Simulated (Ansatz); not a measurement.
Input for Ansatz (a quantum-chemistry and plane-wave program): R-B3LYP-D3(BJ)/def2-TZVP on C4F6 (SMILES FC(F)=C(F)C(F)=C(F)F).

Ansatz 0.2 input:
```yaml
crystal:
  periodic: [false, false, false]
  atoms:
    - {symbol: F, position_ang: [1.58415285, 0.15644530, 1.37017121]}
    - {symbol: C, position_ang: [0.67285236, 1.04598489, 1.04182321]}
    - {symbol: F, position_ang: [0.67401960, 2.07298649, 1.85752048]}
    - {symbol: C, position_ang: [-0.16424207, 0.90922413, 0.01820462]}
    - {symbol: F, position_ang: [-1.02686868, 1.91576249, -0.24007876]}
    - {symbol: C, position_ang: [-0.23489878, -0.23539720, -0.86221527]}
    - {symbol: F, position_ang: [-0.11953676, 0.01918610, -2.18351400]}
    - {symbol: C, position_ang: [-0.40587927, -1.49640256, -0.47769080]}
    - {symbol: F, position_ang: [-0.40917816, -2.52021129, -1.29738708]}
    - {symbol: F, position_ang: [-0.57042109, -1.86767837, 0.77316640]}
basis:
  gaussian:
    orbitals: def2-TZVP
hamiltonian:
  xc: b3lyp
  dispersion: d3bj
accuracy: high
phonons: {}
scf: {lower_state_search: off}
```

Program output:

```
WARN ansatz: RAYON_NUM_THREADS=4 ignored (pool sized by the plan → 4); use --threads N
Functional definition: B3LYP
these checks for a lower state are left out or cut short: stability, starts, cluster_reference, orbital_swaps, neighbouring_geometries, increment
integrals: 2.47 GiB planned
5901 factors; integrals over basis functions are off by at most 2.2e-9 eV
mean field: 4.29 GiB planned
mean field evaluation 1: about -20450.4777 eV, gradient 5.2e1 eV
mean field evaluation 2: about -20447.0257 eV, gradient 6.6e1 eV
mean field evaluation 4: about -20454.7918 eV, gradient 4.0e0 eV
mean field evaluation 8: about -20455.1525 eV, gradient 1.1e0 eV
mean field evaluation 16: about -20455.1547 eV, gradient 8.6e-5 eV
mean field -20455.15466299 eV, -751.7130688630 hartree, gradient 2.7e-8 eV, S^2 0.000000; 0 other end points of the search recorded, 0 dependent functions left out
the calculation of the forces begins
reference -20455.15470154 eV, -751.7130702799 hartree; 39, 39 occupied and 271, 271 virtual orbitals, 5901 factors
these checks for a lower state are left out or cut short: stability, starts, cluster_reference, orbital_swaps, neighbouring_geometries, increment
integrals: 2.47 GiB planned
5901 factors; integrals over basis functions are off by at most 2.2e-9 eV
mean field: 4.29 GiB planned
mean field evaluation 32: about -20455.1546 eV, gradient 3.5e-8 eV
mean field -20455.15463129 eV, -751.7130676979 hartree, gradient 7.3e-8 eV, S^2 0.000000; 0 other end points of the search recorded, 0 dependent functions left out
the calculation of the forces begins
reference -20455.15466984 eV, -751.7130691149 hartree; 39, 39 occupied and 271, 271 virtual orbitals, 5901 factors
these checks for a lower state are left out or cut short: stability, starts, cluster_reference, orbital_swaps, neighbouring_geometries, increment
integrals: 2.47 GiB planned
5901 factors; integrals over basis functions are off by at most 2.2e-9 eV
mean field: 4.29 GiB planned
mean field -20455.15455260 eV, -751.7130648062 hartree, gradient 7.3e-8 eV, S^2 0.000000; 0 other end points of the search recorded, 0 dependent functions left out
the calculation of the forces begins
reference -20455.15459115 eV, -751.7130662230 hartree; 39, 39 occupied and 271, 271 virtual orbitals, 5901 factors
these checks for a lower state are left out or cut short: stability, starts, cluster_reference, orbital_swaps, neighbouring_geometries, increment
integrals: 2.47 GiB planned
5901 factors; integrals over basis functions are off by at most 2.2e-9 eV
mean field: 4.29 GiB planned
mean field -20455.15460340 eV, -751.7130666732 hartree, gradient 7.3e-8 eV, S^2 0.000000; 0 other end points of the search recorded, 0 dependent functions left out
the calculation of the forces begins
reference -20455.15464196 eV, -751.7130680902 hartree; 39, 39 occupied and 271, 271 virtual orbitals, 5901 factors
these checks for a lower state are left out or cut short: stability, starts, cluster_reference, orbital_swaps, neighbouring_geometries, increment
integrals: 2.47 GiB planned
5901 factors; integrals over basis functions are off by at most 2.2e-9 eV
mean field: 4.29 GiB planned
mean field -20455.15457967 eV, -751.7130658010 hartree, gradient 7.3e-8 eV, S^2 0.000000; 0 other end points of the search recorded, 0 dependent functions left out
the calculation of the forces begins
reference -20455.15461822 eV, -751.7130672179 hartree; 39, 39 occupied and 271, 271 virtual orbitals, 5901 factors
these checks for a lower state are left out or cut short: stability, starts, cluster_reference, orbital_swaps, neighbouring_geometries, increment
integrals: 2.47 GiB planned
5901 factors; integrals over basis functions are off by at most 2.2e-9 eV
mean field: 4.29 GiB planned
mean field evaluation 64: about -20454.8160 eV, gradient 1.4e-3 eV
mean field -20455.15466868 eV, -751.7130690723 hartree, gradient 7.3e-8 eV, S^2 0.000000; 0 other end points of the search recorded, 0 dependent functions left out
the calculation of the forces begins
reference -20455.15470724 eV, -751.7130704891 hartree; 39, 39 occupied and 271, 271 virtual orbitals, 5901 factors
these checks for a lower state are left out or cut short: stability, starts, cluster_reference, orbital_swaps, neighbouring_geometries, increment
integrals: 2.47 GiB planned
5901 factors; integrals over basis functions are off by at most 2.2e-9 eV
mean field: 4.29 GiB planned
mean field -20455.15460525 eV, -751.7130667411 hartree, gra
[...]
is functions are off by at most 2.2e-9 eV
mean field: 4.29 GiB planned
mean field -20455.15465992 eV, -751.7130687504 hartree, gradient 7.3e-8 eV, S^2 0.000000; 0 other end points of the search recorded, 0 dependent functions left out
the calculation of the forces begins
reference -20455.15469848 eV, -751.7130701673 hartree; 39, 39 occupied and 271, 271 virtual orbitals, 5901 factors
these checks for a lower state are left out or cut short: stability, starts, cluster_reference, orbital_swaps, neighbouring_geometries, increment
integrals: 2.47 GiB planned
5901 factors; integrals over basis functions are off by at most 2.2e-9 eV
mean field: 4.29 GiB planned
mean field evaluation 480: about -20455.1545 eV, gradient 1.3e-3 eV
mean field -20455.15453846 eV, -751.7130642866 hartree, gradient 7.3e-8 eV, S^2 0.000000; 0 other end points of the search recorded, 0 dependent functions left out
the calculation of the forces begins
reference -20455.15457701 eV, -751.7130657035 hartree; 39, 39 occupied and 271, 271 virtual orbitals, 5901 factors
these checks for a lower state are left out or cut short: stability, starts, cluster_reference, orbital_swaps, neighbouring_geometries, increment
integrals: 2.47 GiB planned
5901 factors; integrals over basis functions are off by at most 2.2e-9 eV
mean field: 4.29 GiB planned
mean field -20455.15459812 eV, -751.7130664791 hartree, gradient 7.3e-8 eV, S^2 0.000000; 0 other end points of the search recorded, 0 dependent functions left out
the calculation of the forces begins
reference -20455.15463667 eV, -751.7130678960 hartree; 39, 39 occupied and 271, 271 virtual orbitals, 5901 factors
these checks for a lower state are left out or cut short: stability, starts, cluster_reference, orbital_swaps, neighbouring_geometries, increment
integrals: 2.47 GiB planned
5901 factors; integrals over basis functions are off by at most 2.2e-9 eV
mean field: 4.29 GiB planned
mean field -20455.15458460 eV, -751.7130659822 hartree, gradient 7.3e-8 eV, S^2 0.000000; 0 other end points of the search recorded, 0 dependent functions left out
the calculation of the forces begins
reference -20455.15462315 eV, -751.7130673991 hartree; 39, 39 occupied and 271, 271 virtual orbitals, 5901 factors
these checks for a lower state are left out or cut short: stability, starts, cluster_reference, orbital_swaps, neighbouring_geometries, increment
integrals: 2.47 GiB planned
5901 factors; integrals over basis functions are off by at most 2.2e-9 eV
mean field: 4.29 GiB planned
mean field evaluation 512: about -20455.1546 eV, gradient 7.3e-8 eV
mean field -20455.15460398 eV, -751.7130666946 hartree, gradient 7.3e-8 eV, S^2 0.000000; 0 other end points of the search recorded, 0 dependent functions left out
the calculation of the forces begins
reference -20455.15464254 eV, -751.7130681115 hartree; 39, 39 occupied and 271, 271 virtual orbitals, 5901 factors
these checks for a lower state are left out or cut short: stability, starts, cluster_reference, orbital_swaps, neighbouring_geometries, increment
integrals: 2.47 GiB planned
5901 factors; integrals over basis functions are off by at most 2.2e-9 eV
mean field: 4.29 GiB planned
mean field -20455.15463812 eV, -751.7130679490 hartree, gradient 7.3e-8 eV, S^2 0.000000; 0 other end points of the search recorded, 0 dependent functions left out
the calculation of the forces begins
reference -20455.15467667 eV, -751.7130693658 hartree; 39, 39 occupied and 271, 271 virtual orbitals, 5901 factors
these checks for a lower state are left out or cut short: stability, starts, cluster_reference, orbital_swaps, neighbouring_geometries, increment
integrals: 2.47 GiB planned
5901 factors; integrals over basis functions are off by at most 2.2e-9 eV
mean field: 4.28 GiB planned
mean field -20455.15467099 eV, -751.7130691572 hartree, gradient 7.3e-8 eV, S^2 0.000000; 0 other end points of the search recorded, 0 dependent functions left out
the calculation of the forces begins
reference -20455.15470955 eV, -751.7130705742 hartree; 39, 39 occupied and 271, 271 virtual orbitals, 5901 factors
these checks for a lower state are left out or cut short: stability, starts, cluster_reference, orbital_swaps, neighbouring_geometries, increment
integrals: 2.47 GiB planned
5901 factors; integrals over basis functions are off by at most 2.2e-9 eV
mean field: 4.29 GiB planned
mean field -20455.15458152 eV, -751.7130658692 hartree, gradient 7.3e-8 eV, S^2 0.000000; 0 other end points of the search recorded, 0 dependent functions left out
the calculation of the forces begins
reference -20455.15462008 eV, -751.7130672861 hartree; 39, 39 occupied and 271, 271 virtual orbitals, 5901 factors
these checks for a lower state are left out or cut short: stability, starts, cluster_reference, orbital_swaps, neighbouring_geometries, increment
integrals: 2.47 GiB planned
5901 factors; integrals over basis functions are off by at most 2.2e-9 eV
mean field: 4.29 GiB planned
mean field evaluation 544: about -20455.1547 eV, gradient 4.0e-3 eV
mean field -20455.15467545 eV, -751.7130693210 hartree, gradient 7.3e-8 eV, S^2 0.000000; 0 other end points of the search recorded, 0 dependent functions left out
the calculation of the forces begins
reference -20455.15471401 eV, -751.7130707379 hartree; 39, 39 occupied and 271, 271 virtual orbitals, 5901 factors
these checks for a lower state are left out or cut short: stability, starts, cluster_reference, orbital_swaps, neighbouring_geometries, increment
integrals: 2.47 GiB planned
5901 factors; integrals over basis functions are off by at most 2.2e-9 eV
mean field: 4.29 GiB planned
mean field -20455.15454996 eV, -751.7130647093 hartree, gradient 7.3e-8 eV, S^2 0.000000; 0 other end points of the search recorded, 0 dependent functions left out
the calculation of the forces begins
reference -20455.15458852 eV, -751.7130661262 hartree; 39, 39 occupied and 271, 271 virtual orbitals, 5901 factors
these checks for a lower state are left out or cut short: stability, starts, cluster_reference, orbital_swaps, neighbouring_geometries, increment
integrals: 2.47 GiB planned
5901 factors; integrals over basis functions are off by at most 2.2e-9 eV
mean field: 4.29 GiB planned
mean field -20455.15452484 eV, -751.7130637860 hartree, gradient 7.3e-8 eV, S^2 0.000000; 0 other end points of the search recorded, 0 dependent functions left out
the calculation of the forces begins
reference -20455.15456339 eV, -751.7130652029 hartree; 39, 39 occupied and 271, 271 virtual orbitals, 5901 factors
Total energy: -20455.51716551 eV, -751.7263905851 hartree
Atom 0 at     1.584153     0.156445     1.370171 Å, force     0.000510     0.000094    -0.000200 eV/Å
Atom 1 at     0.672852     1.045985     1.041823 Å, force    -0.000882    -0.000429     0.000969 eV/Å
Atom 2 at     0.674020     2.072986     1.857520 Å, force     0.000248     0.000041    -0.000432 eV/Å
Atom 3 at    -0.164242     0.909224     0.018205 Å, force    -0.000143     0.000179    -0.000179 eV/Å
Atom 4 at    -1.026869     1.915762    -0.240079 Å, force     0.000249    -0.000151    -0.000095 eV/Å
Atom 5 at    -0.234899    -0.235397    -0.862215 Å, force     0.000140     0.000204    -0.000358 eV/Å
Atom 6 at    -0.119537     0.019186    -2.183514 Å, force     0.000086    -0.000033     0.000109 eV/Å
Atom 7 at    -0.405879    -1.496403    -0.477691 Å, force    -0.000740    -0.000098    -0.000148 eV/Å
Atom 8 at    -0.409178    -2.520211    -1.297387 Å, force     0.000240     0.000278     0.000169 eV/Å
Atom 9 at    -0.570421    -1.867678     0.773166 Å, force     0.000292    -0.000085     0.000166 eV/Å
Dipole moment:     0.067644    -0.114117     0.142923 e Å
Vibrations: 46.86 96.33 106.06 182.24 208.41 262.33 297.14 379.39 420.17 472.07 534.57 561.55 624.67 632.55 668.15 716.79 981.52 1136.98 1186.76 1321.86 1322.33 1377.30 1794.64 1824.09 cm⁻¹, zero-point energy 1.063460 eV
Checks for a lower state left out: stability, starts, cluster_reference, orbital_swaps, neighbouring_geometries, increment
```

Self-consistency was reached.

Cost: very roughly 100 core-minutes.
